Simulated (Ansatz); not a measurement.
Consider the redistribution: `CO[SiH](F)S[SiH2]Cl` + `C[SiH2]O[SiH2]Cl` → `CO[SiH](F)O[SiH2]Cl` + `C[SiH2]S[SiH2]Cl`.

Isolated molecules relaxed with PBE0-D4/def2-TZVP in Ansatz; ΔE leaves out vibrations. CCSD(T)/CBS is the MP2 limit (def2-TZVPP, def2-QZVPP) plus CCSD(T) − MP2 in def2-TZVPP, frozen cores. DFT in def2-TZVPP. B3LYP here is the variant with VWN-RPA as its local correlation; programs differ in this. Each species was taken in one conformer, which may not be the lowest.

`CO[SiH](F)S[SiH2]Cl`:

```xyz
13

C     2.375   -1.232    0.532
O     1.029   -1.598    0.304
Si   -0.277   -0.653    0.378
F    -0.569   -0.216    1.882
S     0.081    1.112   -0.764
Si   -1.929    1.795   -0.860
Cl   -2.923    1.003   -2.470
H     2.997   -2.104    0.331
H     2.681   -0.419   -0.134
H     2.526   -0.919    1.569
H    -1.437   -1.422   -0.097
H    -2.670    1.392    0.356
H    -1.884    3.261   -1.028
```

`C[SiH2]O[SiH2]Cl`:

Z-matrix (Å, degrees):
```
C
Si 1 1.856
H 1 1.092 2 110.9
H 1 1.092 2 110.8 3 120.4
H 1 1.093 2 110.2 3 -119.8
O 2 1.650 1 110.5 3 -59.0
H 2 1.488 1 110.7 3 -179.5
H 2 1.484 1 111.3 3 59.1
Si 6 1.616 2 144.9 1 -78.0
Cl 9 2.058 6 110.3 2 44.9
H 9 1.479 6 110.9 2 -73.1
H 9 1.476 6 109.0 2 162.8
```

`CO[SiH](F)O[SiH2]Cl`:

```xyz
13

C    -0.481   -1.279    1.657
O    -1.301   -0.560    0.758
Si   -1.063   -0.389   -0.829
F    -2.232    0.547   -1.341
O     0.358    0.318   -1.172
Si    1.380    1.569   -1.004
Cl    1.970    1.731    0.955
H    -0.992   -1.318    2.619
H    -0.310   -2.304    1.311
H     0.483   -0.781    1.790
H    -1.113   -1.666   -1.558
H     2.584    1.297   -1.812
H     0.719    2.837   -1.374
```

`C[SiH2]S[SiH2]Cl`:

Z-matrix (Å, degrees):
```
C
Si 1 1.861
H 1 1.092 2 110.6
H 1 1.092 2 110.5 3 -119.9
H 1 1.093 2 110.4 3 120.1
S 2 2.151 1 111.6 3 60.7
H 2 1.484 1 111.5 3 179.5
H 2 1.491 1 110.7 3 -59.0
Si 6 2.121 2 94.3 1 -94.5
Cl 9 2.050 6 108.2 2 165.3
H 9 1.483 6 110.9 2 47.0
H 9 1.480 6 111.7 2 -76.3
```

```tsv
level	ΔE (kJ/mol)
r2SCAN-D4	-16.2
B3LYP-D4	-14.5
ωB97X-V	-15.0
ωB97M-V	-15.9
PBE	-14.5
HF/def2-QZVPP	-18.3
MP2/def2-QZVPP	-17.0
CCSD/CBS(def2)	-18.1
```

Task: What does CCSD(T)/CBS give? (An estimate is asked.)

Result: Computed: -17.6 kJ/mol. The listed levels differ from it by 1.4, 3.1, 2.6, 1.7, 3.1, -0.7, 0.6, -0.5 kJ/mol.

Largest T1 diagnostic among the species: 0.011.
